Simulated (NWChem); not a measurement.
Program: NWChem. System: H$_{2}$B, charge 0, spin multiplicity 2, at a geometry optimised with UPBE0/def2-SVP. The structure started from a generated list of species. Its SCF solution wasn't tested for a lower state. Level: UB3LYP/def2-TZVP, VWN1-RPA local correlation.

Job file:

```
start mol
memory heap 200 mb stack 900 mb global 1100 mb
geometry units angstroms nocenter noautoz
  B      0.000000     0.000000     0.147828
  H      1.088215     0.000000    -0.369570
  H     -1.088215     0.000000    -0.369570
  symmetry group C2v
end
basis spherical
  * library def2-tzvp
end
dft
  xc b3lyp
  odft
  mult 2
  semidirect memsize 60000000 filesize 0
  iterations 100
end
task dft energy
```

Part of the output:

```
             Northwest Computational Chemistry Package (NWChem) 7.3.0
             --------------------------------------------------------

                                NWChem Input Module
                                -------------------

 Scaling coordinates for geometry "geometry" by  1.889725989
 (inverse scale =  0.529177249)

 Turning off AUTOSYM since
 SYMMETRY directive was detected!

                             Geometry "geometry" -> ""
                             -------------------------

 Output coordinates in angstroms (scale by  1.889725989 to convert to a.u.)

  No.       Tag          Charge          X              Y              Z
 ---- ---------------- ---------- -------------- -------------- --------------
    1 B                    5.0000     0.00000000     0.00000000     0.14782800
    2 H                    1.0000     1.08821500     0.00000000    -0.36957000
    3 H                    1.0000    -1.08821500     0.00000000    -0.36957000

 Effective nuclear repulsion energy (a.u.)       4.6348224837

            Nuclear Dipole moment (a.u.)
            ----------------------------
        X                 Y               Z
 ---------------- ---------------- ----------------
     0.0000000000     0.0000000000     0.0000000000

      Symmetry information
      --------------------

 Group name             C2v
 Group number             16
 Group order               4
 No. of unique centers     2

      Symmetry unique atoms

     1    2


 Summary of "ao basis" -> "" (spherical)
 ------------------------------------------------------------------------------
       Tag                 Description            Shells   Functions and Types
 ---------------- ------------------------------  ------  ---------------------
 *                         def2-tzvp                  on all atoms

                                 NWChem DFT Module
                                 -----------------

 Summary of "ao basis" -> "ao basis" (spherical)
 ------------------------------------------------------------------------------
       Tag                 Description            Shells   Functions and Types
[...]
 Vector    5  Occ=0.000000D+00  E=-7.133252D-02  Symmetry=a1
              MO Center= -3.9D-16, -1.8D-15,  5.8D-01, r^2= 2.3D+00
   Bfn.  Coefficient  Atom+Function         Bfn.  Coefficient  Atom+Function
  ----- ------------  ---------------      ----- ------------  ---------------
    14      0.404717  1 B  pz                 5      0.344076  1 B  s
     8      0.322256  1 B  pz                 4      0.274205  1 B  s
    11      0.237719  1 B  pz                34     -0.136782  2 H  s
    40     -0.136782  3 H  s                  3      0.120489  1 B  s
    33     -0.109650  2 H  s                 39     -0.109650  3 H  s

 Vector    6  Occ=0.000000D+00  E= 6.852271D-02  Symmetry=a1
              MO Center=  9.6D-15, -6.4D-15, -6.3D-01, r^2= 6.1D+00
   Bfn.  Coefficient  Atom+Function         Bfn.  Coefficient  Atom+Function
  ----- ------------  ---------------      ----- ------------  ---------------
     5      2.552984  1 B  s                  4     -1.760699  1 B  s
    14     -0.526259  1 B  pz                34     -0.417582  2 H  s
    40     -0.417582  3 H  s                 11      0.194371  1 B  pz
    33      0.102862  2 H  s                 39      0.102862  3 H  s
     2      0.088236  1 B  s                  3      0.069036  1 B  s

   alpha - beta orbital overlaps
   -----------------------------

   alpha      1      2      3      4      5      6      7      8      9     10
    beta      1      2      3      5      4      6      7      8     11      9
 overlap   1.000  0.997  1.000  0.977  0.998  0.994  0.999  0.972  0.963  0.999

   alpha     11     12     13     14     15     16     17     18     19     20
    beta     10     12     13     14     15     16     17     18     19     20
 overlap   0.997  1.000  0.938  0.999  0.941  0.998  0.999  1.000  0.995  1.000

   alpha     21     22     23     24     25     26     27     28     29     30
    beta     22     21     24     23     25     26     28     27     30     29
 overlap   0.995  1.000  0.999  0.999  0.998  0.995  0.977  0.842  0.996  0.998

   alpha     31     32     33     34     35     36     37     38     39     40
    beta     31     32     33     34     35     36     37     38     39     40
 overlap   0.841  0.976  0.997  0.997  0.996  1.000  1.000  0.997  0.997  1.000

   alpha     41     42     43
    beta     41     42     43
 overlap   1.000  1.000  1.000

     --------------------------
     Expectation value of S2:
     --------------------------
      <S2> =      0.7515 (Exact =     0.7500)

 center of mass
 --------------
 x =   0.00000000 y =   0.00000000 z =   0.12804627

 moments of inertia (a.u.)
 ------------------
           1.628718345441           0.000000000000           0.000000000000
           0.000000000000          10.152694189720           0.000000000000
           0.000000000000           0.000000000000           8.523975844279

     Multipole analysis of the density
     ---------------------------------

     L   x y z        total         alpha         beta         nuclear
     -   - - -        -----         -----         ----         -------
     0   0 0 0     -0.000000     -4.000000     -3.000000      7.000000

     1   1 0 0      0.000000      0.000000     -0.000000      0.000000
     1   0 1 0     -0.000000     -0.000000      0.000000      0.000000
     1   0 0 1     -0.186181     -0.617759      0.431578      0.000000

     2   2 0 0     -6.281113     -8.003706     -6.735201      8.457794
     2   1 1 0      0.000000      0.000000     -0.000000      0.000000
     2   1 0 1      0.000000     -0.000000      0.000000      0.000000
     2   0 2 0     -5.037736     -3.145370     -1.892366      0.000000
     2   0 1 1     -0.000000     -0.000000      0.000000      0.000000
     2   0 0 2     -7.108324     -6.197683     -2.276322      1.365681

 Task  times  cpu:        0.3s     wall:        0.3s

 Total times  cpu:        0.3s     wall:        0.3s
```
